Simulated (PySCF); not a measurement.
Ge(I)(SiH3) (GeH3ISi), SMILES [SiH3][Ge][I] (connectivity only; charge and spin as stated), neutral, multiplicity 1.

Coordinates come from a B3LYP-D3(BJ)/def2-SVP optimisation. The def2 effective core potentials stand for the cores of I; spin–orbit coupling is left out.

The numbers are results of B3LYP-D3(BJ)/def2-SVP (PySCF 2.14.0), not measurements.

Frequencies are harmonic and unscaled.

Computed normal modes with their intensities:
```
mode  ν (cm⁻¹)  IR (km/mol)  Raman (Å⁴/amu)  depolarisation  moving atoms (share of kinetic energy)
----  --------  -----------  --------------  --------------  --------------------------------------
1           67          0.5             0.3            0.75                                  H 97 %
2           95          0.6             4.3            0.59        Si 51 %, I 20 %, Ge 16 %, H 14 %
3          227         24.0            10.7            0.29                         Ge 63 %, I 36 %
4          301          9.9            26.2            0.28                 Si 62 %, Ge 30 %, H 8 %
5          380         19.1            12.2            0.75                                  H 92 %
6          475          8.7             9.7            0.74                         H 87 %, Si 11 %
7          851        293.6             5.6            0.58                          H 91 %, Si 9 %
8          929         58.3            24.1            0.72                                  H 97 %
9          944         35.1            36.3            0.75                                  H 97 %
10        2183        109.5           304.0            0.07                                  H 99 %
11        2197         78.0           136.3            0.62                                  H 96 %
12        2205         84.8           102.0            0.75                                  H 96 %
```
